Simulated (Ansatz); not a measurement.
## Molecular dynamics of Cl2FGeH3O

Input:

```yaml
crystal:
  periodic: [false, false, false]
  atoms:
    - { symbol: Ge, position_ang: [0.199822, -0.347505, -0.133432] }
    - { symbol: H, position_ang: [0.863821, 0.339521, 1.437261] }
    - { symbol: Cl, position_ang: [1.843356, 0.437703, -1.291302] }
    - { symbol: F, position_ang: [-1.152425, 0.739529, 0.153415] }
    - { symbol: Cl, position_ang: [-0.814408, -1.719998, -1.502792] }
    - { symbol: O, position_ang: [0.679552, -1.763749, 1.138554] }
    - { symbol: H, position_ang: [-0.031811, -2.401338, 1.370755] }
    - { symbol: H, position_ang: [0.809593, -0.667863, 1.711541] }
basis:
  gaussian: { orbitals: def2-mTZVP }
hamiltonian:
  xc: pbe
md:
  timestep: 0.5
  n_steps: 200
  ensemble: nve
  temperature: 300.0
  initial_velocities: maxwell_boltzmann
  seed: 7441
```

Launched with:

```bash
$ ansatz run input.yaml --threads 4 --pin off --max-ram 5120MiB --backend cpu --events-out ev --progress --plain --runs-dir out
```

It starts at the highest image of a converged band. Of that band: Neighbouring images differ by up to 1.4 eV, so the band resolves the path poorly. A vibrational analysis at the climbing image gives one clearly imaginary mode, 1413i cm⁻¹: a first-order saddle point.

Output, in part (one step line in 7, the closing report, with atoms numbered from 0):

```
md step     0: t =     0.00 fs  T =   300.0 K  F+E_penalty+E_count = -86356.72534329 eV  E_kin = 0.232668 eV  conserved = -86356.49267529 eV  (29 SCF iters)
md step     7: t =     3.50 fs  T =   244.8 K  F+E_penalty+E_count = -86356.68213994 eV  E_kin = 0.189884 eV  conserved = -86356.49225564 eV  (32 SCF iters)
md step    14: t =     7.00 fs  T =   300.6 K  F+E_penalty+E_count = -86356.72496343 eV  E_kin = 0.233155 eV  conserved = -86356.49180816 eV  (33 SCF iters)
md step    21: t =    10.50 fs  T =   609.8 K  F+E_penalty+E_count = -86356.96474089 eV  E_kin = 0.472931 eV  conserved = -86356.49180980 eV  (30 SCF iters)
md step    28: t =    14.00 fs  T =  1076.2 K  F+E_penalty+E_count = -86357.32700355 eV  E_kin = 0.834663 eV  conserved = -86356.49234016 eV  (32 SCF iters)
md step    35: t =    17.50 fs  T =  1505.8 K  F+E_penalty+E_count = -86357.66045416 eV  E_kin = 1.167811 eV  conserved = -86356.49264286 eV  (32 SCF iters)
md step    42: t =    21.00 fs  T =  1782.1 K  F+E_penalty+E_count = -86357.87490058 eV  E_kin = 1.382102 eV  conserved = -86356.49279814 eV  (32 SCF iters)
md step    49: t =    24.50 fs  T =  1958.3 K  F+E_penalty+E_count = -86358.01157534 eV  E_kin = 1.518807 eV  conserved = -86356.49276813 eV  (33 SCF iters)
md step    56: t =    28.00 fs  T =  2077.6 K  F+E_penalty+E_count = -86358.10450228 eV  E_kin = 1.611325 eV  conserved = -86356.49317706 eV  (31 SCF iters)
md step    63: t =    31.50 fs  T =  2091.2 K  F+E_penalty+E_count = -86358.11511291 eV  E_kin = 1.621857 eV  conserved = -86356.49325640 eV  (31 SCF iters)
md step    70: t =    35.00 fs  T =  2030.8 K  F+E_penalty+E_count = -86358.06706681 eV  E_kin = 1.575034 eV  conserved = -86356.49203254 eV  (31 SCF iters)
md step    77: t =    38.50 fs  T =  2097.6 K  F+E_penalty+E_count = -86358.11840355 eV  E_kin = 1.626803 eV  conserved = -86356.49160099 eV  (29 SCF iters)
md step    84: t =    42.00 fs  T =  2266.9 K  F+E_penalty+E_count = -86358.25003249 eV  E_kin = 1.758132 eV  conserved = -86356.49190042 eV  (31 SCF iters)
md step    91: t =    45.50 fs  T =  2417.2 K  F+E_penalty+E_count = -86358.36700345 eV  E_kin = 1.874717 eV  conserved = -86356.49228633 eV  (31 SCF iters)
md step    98: t =    49.00 fs  T =  2419.1 K  F+E_penalty+E_count = -86358.36856523 eV  E_kin = 1.876142 eV  conserved = -86356.49242350 eV  (31 SCF iters)
md step   105: t =    52.50 fs  T =  2286.9 K  F+E_penalty+E_count = -86358.26598152 eV  E_kin = 1.773606 eV  conserved = -86356.49237524 eV  (33 SCF iters)
md step   112: t =    56.00 fs  T =  2126.5 K  F+E_penalty+E_count = -86358.14162966 eV  E_kin = 1.649251 eV  conserved = -86356.49237855 eV  (31 SCF iters)
md step   119: t =    59.50 fs  T =  2015.8 K  F+E_penalty+E_count = -86358.05646268 eV  E_kin = 1.563371 eV  conserved = -86356.49309196 eV  (32 SCF iters)
md step   126: t =    63.00 fs  T =  1970.3 K  F+E_penalty+E_count = -86358.02118759 eV  E_kin = 1.528095 eV  conserved = -86356.49309238 eV  (31 SCF iters)
md step   133: t =    66.50 fs  T =  1982.2 K  F+E_penalty+E_count = -86358.02981062 eV  E_kin = 1.537344 eV  conserved = -86356.49246673 eV  (31 SCF iters)
md step   140: t =    70.00 fs  T =  2002.0 K  F+E_penalty+E_count = -86358.04502424 eV  E_kin = 1.552690 eV  conserved = -86356.49233452 eV  (33 SCF iters)
md step   147: t =    73.50 fs  T =  2042.9 K  F+E_penalty+E_count = -86358.07671470 eV  E_kin = 1.584374 eV  conserved = -86356.49234043 eV  (31 SCF iters)
md step   154: t =    77.00 fs  T =  2004.7 K  F+E_penalty+E_count = -86358.04702838 eV  E_kin = 1.554775 eV  conserved = -86356.49225299 eV  (31 SCF iters)
md step   161: t =    80.50 fs  T =  1861.9 K  F+E_penalty+E_count = -86357.93594462 eV  E_kin = 1.444011 eV  conserved = -86356.49193361 eV  (31 SCF iters)
md step   168: t =    84.00 fs  T =  1714.2 K  F+E_penalty+E_count = -86357.82104888 eV  E_kin = 1.329439 eV  conserved = -86356.49161035 eV  (30 SCF iters)
md step   175: t =    87.50 fs  T =  1662.4 K  F+E_penalty+E_count = -86357.78123625 eV  E_kin = 1.289297 eV  conserved = -86356.49193948 eV  (30 SCF iters)
md step   182: t =    91.00 fs  T =  1794.0 K  F+E_penalty+E_count = -86357.88449368 eV  E_kin = 1.391338 eV  conserved = -86356.49315575 eV  (30 SCF iters)
md step   189: t =    94.50 fs  T =  1915.1 K  F+E_penalty+E_count = -86357.97847020 eV  E_kin = 1.485294 eV  conserved = -86356.49317597 eV  (31 SCF iters)
md step   196: t =    98.00 fs  T =  1960.9 K  F+E_penalty+E_count = -86358.01363962 eV  E_kin = 1.520826 eV  conserved = -86356.49281368 eV  (31 SCF iters)
md step   200: t =   100.00 fs  T =  1963.9 K  F+E_penalty+E_count = -86358.01517224 eV  E_kin = 1.523086 eV  conserved = -86356.49208636 eV  (30 SCF iters)
Total energy: -86358.01522672 eV, -3173.5985240167 hartree
Atom 0 at     0.076825    -0.671130    -0.293373 Å, force     2.039914     0.873328     0.919678 eV/Å
Atom 1 at     3.448605     7.674498     5.400980 Å, force     0.681648     0.353582    -1.322767 eV/Å
Atom 2 at     1.824030     0.502759    -1.015638 Å, force    -0.425308    -0.704761    -0.296957 eV/Å
Atom 3 at    -0.722967     0.692708     0.391855 Å, force    -1.052514     0.036146     0.095600 eV/Å
Atom 4 at    -0.989878    -1.706271    -1.847124 Å, force     0.096201     0.054486     0.389040 eV/Å
Atom 5 at     0.753295    -1.418221     1.238980 Å, force    -0.803961    -0.089077    -1.300145 eV/Å
Atom 6 at     1.509549    -1.968383     0.954124 Å, force     0.145642    -0.170122     0.192768 eV/Å
Atom 7 at     3.131762     7.510120     6.015771 Å, force    -0.681624    -0.353581     1.322783 eV/Å
Dipole moment:     0.050976    -0.553502    -0.165214 e Å
```

The run went to its last step. The conserved energy stayed within 0.16 meV per atom of its start (net change 0.074 meV per atom), so the integration is sound. The kinetic energy rose, since the run started high on the potential surface and went downhill. It ends in pieces (Cl2FGeHO + H2), so much of that is their flight and rotation, not heat. A run of 0.1 ps of so small a system gives no equilibrium averages. The orbitals stay closed-shell, which can raise the energy where a bond breaks towards radicals; this wasn't checked here.

Between its relaxed ends the band would form Ge1–O6, H2–H8 and break Ge1–H2, O6–H8. These pairs go: Ge1–O6 1.96 → 1.83 Å, H2–H8 1.05 → 0.71 Å, Ge1–H2 1.84 → 10.65 Å, O6–H8 1.24 → 10.40 Å. In the last frame they stand as after the step (other bonds may differ from the relaxed reactants and products). It ends as Cl2FGeHO + H2. Pairs count as bonded within 1.25 times the sum of covalent radii (0.12 Å more for H–H).

Last frame:

```xyz
8
Properties=species:S:1:pos:R:3
Ge 0.077 -0.671 -0.293
H 3.449 7.675 5.401
Cl 1.824 0.503 -1.016
F -0.723 0.693 0.392
Cl -0.990 -1.706 -1.847
O 0.753 -1.418 1.239
H 1.510 -1.968 0.954
H 3.132 7.510 6.016
```

Run time: 5.3 min on 4 threads of Arm Neoverse V1 (shared host), peak memory 0.2 GiB.
